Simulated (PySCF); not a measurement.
Species: C5H7FO.
Atom-mapped SMILES: `[CH2:1]=[CH:2][C@H:3]([CH3:4])[C:5](=[O:6])[F:7]` (hydrogens: H8, H9 on C1; H10 on C2; H11 on C3; H12, H13, H14 on C4)

Cartesian coordinates in Å at the GFN2-xTB level; atoms count from 1:
```
atom  x, y, z in Å
C1     2.1803    0.0309   -0.0955
C2     0.9319    0.0920   -0.5152
C3    -0.2647    0.0278    0.3991
C4    -1.1991   -1.1187   -0.0070
C5    -0.9761    1.3443    0.3047
O6    -1.1339    2.1783    1.1236
F7    -1.4673    1.5521   -0.9528
H8     2.4276   -0.0641    0.9491
H9     3.0086    0.0683   -0.7817
H10    0.6981    0.1906   -1.5664
H11    0.0621   -0.0961    1.4353
H12   -0.6604   -2.0606    0.0547
H13   -1.5493   -0.9825   -1.0274
H14   -2.0586   -1.1629    0.6576
```

Method: PySCF, TDDFT CAM-B3LYP/def2-SVPD, vertical, gas phase, core orbitals frozen in the response.

```json
{"state": "S1", "E (eV)": "5.88", "E (hartree)": "0.2161", "f": "0.024", "|μ| (D)": "1.04", "main configurations (H = HOMO, L = LUMO)": "H-1→L (42%), H→L (33%), H-1→L+2 (13%)"}
{"state": "S2", "E (eV)": "7.10", "E (hartree)": "0.2609", "f": "0.184", "|μ| (D)": "2.62", "main configurations (H = HOMO, L = LUMO)": "H→L (62%), H-1→L (29%)"}
{"state": "S3", "E (eV)": "7.73", "E (hartree)": "0.2839", "f": "0.044", "|μ| (D)": "1.23", "main configurations (H = HOMO, L = LUMO)": "H→L+1 (76%), H→L+3 (10%)"}
{"state": "S4", "E (eV)": "7.93", "E (hartree)": "0.2915", "f": "0.149", "|μ| (D)": "2.23", "main configurations (H = HOMO, L = LUMO)": "H→L+2 (53%), H-2→L (24%), H-1→L (9%)"}
{"state": "S5", "E (eV)": "8.03", "E (hartree)": "0.2953", "f": "0.094", "|μ| (D)": "1.76", "main configurations (H = HOMO, L = LUMO)": "H-2→L (41%), H→L+2 (36%)"}
{"state": "S6", "E (eV)": "8.25", "E (hartree)": "0.3033", "f": "0.0040", "|μ| (D)": "0.36", "main configurations (H = HOMO, L = LUMO)": "H→L+4 (68%), H→L+3 (21%)"}
{"state": "S7", "E (eV)": "8.49", "E (hartree)": "0.3120", "f": "0.023", "|μ| (D)": "0.84", "main configurations (H = HOMO, L = LUMO)": "H→L+3 (49%), H-1→L+1 (14%), H→L+1 (12%)"}
{"state": "S8", "E (eV)": "8.62", "E (hartree)": "0.3168", "f": "0.0085", "|μ| (D)": "0.51", "main configurations (H = HOMO, L = LUMO)": "H-3→L (66%), H-4→L (13%)"}
```

Triplets, Tamm–Dancoff:

| state | E (eV) | λ (nm) | main configurations (H = HOMO, L = LUMO) |
| --- | --- | --- | --- |
| T1 | 4.45 | 278.9 | H→L (60%), H→L+2 (27%) |
| T2 | 5.37 | 230.9 | H-1→L (55%), H→L+2 (17%), H-1→L+2 (12%) |
| T3 | 6.58 | 188.4 | H-4→L (28%), H-2→L (23%), H-3→L (12%) |

The lowest singlet lies at 5.88 eV (211 nm, ultraviolet) and is weak; its leading configuration is HOMO-1→LUMO (42%). The strongest level in the table is S2 at 7.10 eV (175 nm, f = 0.184). Löwdin shares by element: HOMO carbon 73% or more, oxygen 8% (atoms not listed hold the other 19%); LUMO carbon 53% or more, oxygen 20% (atoms not listed hold the other 27%). Weighted by f, the mean energy of these states is 7.59 eV. The listed states span 2.74 eV, and the widest gap between neighbours is 1.22 eV (S1 to S2). The oscillator strengths of these states sum to 0.531; summed over the whole spectrum of an exact calculation they would give the number of electrons, 54 (Thomas–Reiche–Kuhn). Singlets were solved by full linear response, triplets in the Tamm–Dancoff approximation.

One conformer stands for the species.
